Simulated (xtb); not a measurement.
C2H7O2Sb, SMILES C[O][SbH][O]C. All values are semi-empirical tight-binding results from xtb (GFN2-xTB unless named), good for trends rather than for accurate numbers. Coordinates come from a GFN2-xTB optimisation. The structure was generated by enumeration; whether it is a known compound was not checked. One conformer was computed; it need not be the lowest.

Optimised geometry:

```xyz
12

Sb    -0.4402    -0.0531     0.5803
H     -1.5988    -0.8245    -0.4000
O     -0.2396     1.1440    -1.0037
C      0.7317     2.1524    -1.0191
H      1.7355     1.7592    -0.8336
H      0.7081     2.5928    -2.0176
H      0.5194     2.9366    -0.2863
O      1.0250    -1.2889     0.0706
C      1.1416    -1.6855    -1.2692
H      1.1402    -0.8290    -1.9471
H      2.0925    -2.2124    -1.3598
H      0.3285    -2.3586    -1.5566
```
Charge 0, spin multiplicity 1.

For metal compounds this method's bond lengths and energies can be far off.

orbital gap: 4.79 eV
zero-point energy: 54.1 kcal/mol
G − E(el) at 298.15 K (modified RRHO): 32.6 kcal/mol

Computed atomic charges and the Wiberg bond orders between heavy atoms:
charges (e) Sb1 0.47, H2 -0.01, O3 -0.39, C4 0.06, H5 0.02, H6 0.05, H7 0.02, O8 -0.39, C9 0.05, H10 0.04, H11 0.05, H12 0.03. Bond orders Sb1–O3 1.07, O3–C4 1.01, Sb1–O8 1.09, O8–C9 1.00.
